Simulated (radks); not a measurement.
Charge is removed step by step from the 3p3/2 level of Ag+, starting from [Ne] 3s2 3p(1/2: 2, 3/2: 4) 3d10 4s2 4p6 4d10. Calculated with a radial shooting solver on a logarithmic mesh with Libxc functionals: Dirac Kohn-Sham, LDA (Slater exchange, Perdew-Wang correlation), spin-unpolarised, spherical densities, finite nucleus; Fermi nuclear charge, rms radius 4.5454 fm.

removed (e),E - E(0) (eV),eigenvalue (eV),E minus straight line (eV)
0,0.000,-555.32,0.000
0.125,69.677,-559.52,-1.891
0.25,139.88,-563.78,-3.254
0.375,210.62,-568.08,-4.082
0.5,281.90,-572.42,-4.369
0.625,353.73,-576.82,-4.110
0.75,426.11,-581.26,-3.299
0.875,499.05,-585.74,-1.931
1,572.55,-590.26,0.000

Removing the whole electron costs 572.55 eV by Delta-SCF, against 555.32 eV from minus the eigenvalue at the starting occupation. Slater's transition state (half an electron removed) gives 572.42 eV. Integrating minus the eigenvalue over the occupation (Janak's theorem) gives 572.55 eV. The mean slope of the eigenvalue, de/dn, is 34.9 eV per electron.
